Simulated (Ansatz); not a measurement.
Calculated with Ansatz (gas phase, PBE0-D4/def2-TZVP geometries, no zero-point term in ΔE). CCSD(T)/CBS adds triple-zeta CCSD(T) − MP2 to the extrapolated MP2 energy (def2 sets, frozen cores). This one scheme is used for every species. DFT in def2-TZVPP. B3LYP here is the variant with VWN-RPA as its local correlation; programs differ in this. HSE06 is defined as in plane-wave codes. For Ge outer-core shells are correlated without core-valence functions, which leaves a few kJ/mol of doubt a bond. Scalar relativity is left out up to krypton. Each species was taken in one conformer, which may not be the lowest.

Reaction (formal exchange of groups at a C–O bond): `C=COC` + `[CH3][GeH2][F]` → `C=C[CH2][GeH2][F]` + CH₃OH

`C=COC`:

```xyz
10

C     0.076    1.367   -0.466
C    -0.333    0.798    0.665
O    -0.351   -0.509    0.975
C     0.120   -1.393   -0.014
H     0.461    0.811   -1.310
H     0.024    2.443   -0.554
H    -0.714    1.385    1.494
H     0.035   -2.397    0.399
H    -0.483   -1.320   -0.926
H     1.166   -1.185   -0.262
```

`[CH3][GeH2][F]`:

Z-matrix (Å, degrees):
```
C
Ge 1 1.936
H 1 1.090 2 109.9
H 1 1.092 2 110.2 3 120.0
H 1 1.090 2 109.9 3 -120.0
F 2 1.748 1 106.4 3 59.8
H 2 1.538 1 113.5 3 175.4
H 2 1.538 1 113.5 3 -55.8
```

`C=C[CH2][GeH2][F]`:

```xyz
12

C    -1.327    1.392   -0.812
C    -0.926    0.581    0.159
C     0.489    0.372    0.567
Ge    1.118   -1.410    0.063
F     0.061   -2.534    0.885
H    -0.624    1.998   -1.376
H    -2.374    1.480   -1.075
H    -1.666   -0.007    0.695
H     1.154    1.107    0.104
H     0.608    0.444    1.652
H     0.953   -1.699   -1.437
H     2.535   -1.724    0.574
```

CH₃OH:

Cartesian coordinates in Å:
```
C -0.104 0.269 -0.209
O -0.250 -0.819 0.674
H -1.107 0.632 -0.438
H 0.377 -0.020 -1.152
H 0.464 1.095 0.236
H 0.621 -1.157 0.889
```

Is it downhill or uphill in electronic energy at CCSD(T)/CBS, and by how much? (An estimate is asked.)

Computed: Downhill: ΔE = -1.8 kcal/mol.

What do these levels give: PBE-D4, B97M-V, B3LYP-D4, r2SCANh-D4, B2PLYP, PBE-QIDH, r2SCAN, HSE06, CAM-B3LYP, RPA@PBE/def2-TZVPP, MP2/def2-TZVPP, CCSD/CBS(def2)? (Estimate.)

Ansatz gave: PBE-D4 0.8, B97M-V 1.5, B3LYP-D4 0.3, r2SCANh-D4 1.1, B2PLYP 0.3, PBE-QIDH -0.4, r2SCAN 1.6, HSE06 0.4, CAM-B3LYP 1.4, RPA@PBE/def2-TZVPP -0.8, MP2/def2-TZVPP -1.5, CCSD/CBS(def2) -2.1 kcal/mol.

Largest T1 diagnostic among the species: 0.012.

In def2-TZVPP, CCSD(T) changes the Hartree–Fock value by −0.8 kcal/mol (the triples alone add +0.3 kcal/mol) and MP2 by −1.4 kcal/mol. Leaving LDA and LC-ωPBE aside and taking each functional with its dispersion term where it has one, the values, not all of them listed here, spread over 1.9 kcal/mol, from PBE-QIDH to r2SCAN-D4. LDA lies +1.9 kcal/mol from PBE without D4. From PBE to PBE0 (25 % exact exchange), in def2-TZVPP and without D4, ΔE moves by −0.9 kcal/mol.
